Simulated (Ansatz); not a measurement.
Geometry optimisation, UKS B3LYP/6-31G* (Ansatz 0.2.0).

input.yaml

```yaml
crystal:
  periodic: [false, false, false]
  atoms:
    - { symbol: Si, position_ang: [-0.053236, 0.045961, -0.251509] }
    - { symbol: H, position_ang: [0.126344, 0.064478, 2.403293] }
    - { symbol: F, position_ang: [1.387641, -0.274797, -0.898408] }
    - { symbol: O, position_ang: [-0.621898, 1.379141, -1.045541] }
    - { symbol: H, position_ang: [-1.589455, 1.436729, -1.074335] }
    - { symbol: O, position_ang: [-1.140719, -1.182223, -0.506493] }
    - { symbol: H, position_ang: [-1.149365, -1.891535, 0.154472] }
    - { symbol: "N", position_ang: [-0.227953, -0.230127, 3.336933] }
    - { symbol: H, position_ang: [0.565802, -0.686135, 3.792165] }
    - { symbol: H, position_ang: [-0.37536, 0.642109, 3.852222] }
magnetization:
  spin_polarized: true
  initial_magnetization: 1
basis:
  gaussian: { orbitals: "6-31G*" }
hamiltonian:
  xc: b3lyp
relax:
  f_tol: 0.03
  max_steps: 50
```

Run as:

```bash
$ ansatz run input.yaml --threads 2 --pin off --max-ram 3072MiB --backend cpu --events-out ev --progress --plain --runs-dir out
```

Where does it end, and by what steps?

The forces met the threshold. The force dipped under the threshold on the way, but the program's further checks kept it going. After 25 steps the energy has fallen by 0.481 eV; H7 moved furthest, 2.16 Å.

| step | energy less start (eV) | largest force component (eV/Å) | accepted |
| --- | --- | --- | --- |
| 0 | 0.0000 | 0.623 | yes |
| 1 | -0.0057 | 0.781 | yes |
| 2 | -0.0156 | 1.102 | yes |
| 3 | -0.0498 | 1.108 | yes |
| 4 | -0.1064 | 0.797 | yes |
| 5 | -0.1646 | 0.305 | yes |
| 6 | -0.2187 | 0.346 | yes |
| 7 | -0.2795 | 0.355 | yes |
| 8 | -0.3430 | 0.385 | yes |
| 9 | -0.3910 | 0.368 | yes |
| 10 | -0.4242 | 0.389 | yes |
| 11 | -0.4408 | 0.247 | yes |
| 12 | -0.4385 | 0.592 | no |
| 13 | -0.4570 | 0.117 | yes |
| 14 | -0.4658 | 0.106 | yes |
| 15 | -0.4703 | 0.312 | yes |
| 16 | -0.4743 | 0.091 | yes |
| 17 | -0.4744 | 0.108 | yes |
| 18 | -0.4768 | 0.026 | yes |
| 19 | -0.4781 | 0.082 | yes |
| 20 | -0.4786 | 0.092 | yes |
| 21 | -0.4796 | 0.066 | yes |
| 22 | -0.4801 | 0.072 | yes |
| 23 | -0.4804 | 0.049 | yes |
| 24 | -0.4806 | 0.032 | yes |
| 25 | -0.4808 | 0.020 | yes |

```xyz
10
Properties=species:S:1:pos:R:3
Si 0.037 0.558 -0.605
H 0.574 0.169 3.405
F 1.252 -0.451 -0.970
O -0.789 0.806 -2.026
H -1.742 0.912 -1.885
O -1.015 -0.086 0.477
H -0.687 -0.204 1.414
N -0.120 -0.498 3.074
H 0.304 -1.423 3.139
H -0.892 -0.478 3.739
```

Whether the end is a true minimum wasn't checked by a vibrational analysis.

The run took 34 s on 2 threads of AMD EPYC 9R45 96-Core Processor (Zen 5), on a shared host, peak memory 0.26 GiB.
